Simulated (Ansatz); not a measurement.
Consider the ligand exchange at the Sn–C bond: `N=[CH][SnH3]` + `OCO` → `OC[O][SnH3]` + `C=N`.

Computed with Ansatz on PBE0-D4/def2-TZVP structures; ΔE is electronic, products minus reactants. CBS: MP2 limit from def2 TZ/QZ plus the TZ coupled-cluster correction, frozen cores. This one scheme is used for every species. DFT in def2-TZVPP. def2 core potentials past Kr. For Sn outer-core shells are correlated without core-valence functions, which leaves a few kJ/mol of doubt a bond. One conformer a species, not always the lowest.

`N=[CH][SnH3]`:

Cartesian coordinates in Å:
```
N -0.277 -1.399 1.144
C 0.397 -0.397 0.769
Sn -0.271 0.707 -0.961
H 0.133 -1.843 1.971
H 1.310 -0.069 1.289
H -1.702 -0.005 -1.540
H 0.950 0.672 -2.155
H -0.540 2.335 -0.517
```

`OCO`:

```xyz
7

O     0.048   -0.679   -1.011
C     0.138   -0.232    0.309
O    -0.290    1.088    0.467
H    -0.878   -0.648   -1.272
H     1.190   -0.357    0.585
H    -0.490   -0.821    0.985
H     0.283    1.650   -0.064
```

`OC[O][SnH3]`:

```xyz
10

O    -2.055    1.154    0.579
C    -1.021    0.599   -0.164
O    -0.153   -0.094    0.679
Sn    1.432   -1.006   -0.061
H    -1.656    1.697    1.266
H    -1.508   -0.068   -0.889
H    -0.471    1.383   -0.717
H     2.389    0.182   -0.829
H     2.167   -1.677    1.313
H     0.875   -2.171   -1.177
```

`C=N`:

```xyz
5

C    -0.197   -0.310   -0.132
N     0.409    0.784   -0.292
H    -0.348   -0.808    0.832
H    -0.610   -0.816   -1.007
H     0.744    1.150    0.600
```

```csv
level,ΔE (kcal/mol)
r2SCAN,-8.4
PBE0,-6.5
CCSD(T)/def2-TZVPP,-7.8
MP2/def2-QZVPP,-8.7
```

Problem. What does CCSD(T)/CBS give? (An estimate is asked.)

Solution. The calculation gave: -8.8 kcal/mol. The listed levels differ from it by 0.4, 2.3, 1.0, 0.1 kcal/mol.

Largest T1 diagnostic among the species: 0.014.

In def2-TZVPP, CCSD(T) changes the Hartree–Fock value by +2.5 kcal/mol (the triples alone add +0.1 kcal/mol) and MP2 by +2.3 kcal/mol.
